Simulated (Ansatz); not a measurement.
Program: Ansatz. Geometries: PBE0-D4/def2-TZVP. ΔE: electronic, gas phase. CCSD(T)/CBS is the MP2 limit (def2-TZVPP, def2-QZVPP) plus CCSD(T) − MP2 in def2-TZVPP, frozen cores. This one scheme is used for every species. Elements past krypton have def2 core potentials. For In outer-core shells are correlated without core-valence functions, which leaves a few kJ/mol of doubt a bond. Each species was taken in one conformer, which may not be the lowest.

Reaction (ligand exchange at the In–S bond): `[CH3][In]([SH])[Cl]` + HCl → `[CH3][In]([Cl])[Cl]` + H₂S

| species | CCSD(T)/CBS(def2) energy (Eh) |
| --- | --- |
| `[CH3][In]([SH])[Cl]` | -1087.92013 |
| HCl | -460.38127 |
| `[CH3][In]([Cl])[Cl]` | -1149.33784 |
| H₂S | -398.97279 |

Q: Work out ΔE.

A: ΔE = (-1149.33784) + (-398.97279) − (-1087.92013) − (-460.38127) = -0.00923 Eh = -5.8 kcal/mol.

Largest T1 diagnostic among the species: 0.012.

From BLYP to BHLYP (50 % exact exchange), in def2-TZVPP and without D4, ΔE moves by −1.1 kcal/mol. Leaving LDA and LC-ωPBE aside and taking each functional with its dispersion term where it has one, the values, not all of them listed here, spread over 2.2 kcal/mol, from BHLYP-D4 to PBE-D4. LDA lies +1.3 kcal/mol from PBE without D4. In def2-TZVPP, CCSD(T) changes the Hartree–Fock value by +4.1 kcal/mol (the triples alone add +0.5 kcal/mol) and MP2 by +4.6 kcal/mol.
